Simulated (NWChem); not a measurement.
Species: AuH₂OCl; SMILES [OH2]->[Au][Cl]

def2 effective core potentials on Au; no spin-orbit coupling.

Task: Give the equilibrium geometry at PBE0/def2-SVP with def2 effective core potentials on Au (NWChem) as a Z-matrix, with the point group.

Result: point group Cs; any orientation.
```
Au
O 1 2.1641
H 2 0.9662 1 112.40
H 2 0.9662 3 106.13 1 -123.24
Cl 1 2.2378 3 160.61 2 -179.77
```
